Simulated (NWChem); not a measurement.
System: tetramethylurea (C5H12N2O); SMILES CN(C(N(C)C)=O)C

Here is an NWChem input.

```
start job
memory heap 200 mb stack 900 mb global 1100 mb
geometry units angstroms
  C      2.323534    -0.357100    -0.726666
  N      1.134370     0.278072    -0.202652
  C      1.406027     1.372207     0.702731
  C      0.012571    -0.515819    -0.082068
  O      0.040673    -1.716370    -0.275827
  N     -1.144771     0.146927     0.270369
  C     -2.298263    -0.675556     0.562128
  C     -1.475189     1.453888    -0.252436
  H      2.955236    -0.760304     0.072310
  H      2.895717     0.376454    -1.296533
  H      2.022797    -1.175537    -1.375726
  H      2.239258     1.108879     1.363741
  H      1.685208     2.271412     0.145984
  H      0.537642     1.583739     1.319208
  H     -2.900440    -0.183457     1.327284
  H     -2.916065    -0.840310    -0.327343
  H     -1.953900    -1.639784     0.927147
  H     -2.299909     1.369459    -0.968855
  H     -1.792708     2.121300     0.553928
  H     -0.622595     1.887608    -0.766102
end
basis spherical
  * library def2-svp
end
dft
  xc pbe0
  iterations 150
  semidirect filesize 400000000
end
driver
  maxiter 120
end
task dft optimize
```

Not confirmed as a minimum by frequencies.

The level has its own optimisation. Brackets give each atom's bonded neighbours.

**Question.** What results follow from this input? (PBE0/def2-SVP.) Quantities: r C–N [C(HHHN)–N(CCC)] (Å); r C–N [C(NNO)–N(CCC)] (Å); r C–O (Å); dipole (D).

**Answer.** 
```json
{
 "r C–N [C(HHHN)–N(CCC)] (Å)": "1.443",
 "r C–N [C(NNO)–N(CCC)] (Å)": "1.386",
 "r C–O (Å)": "1.218",
 "dipole (D)": "3.33"
}
```
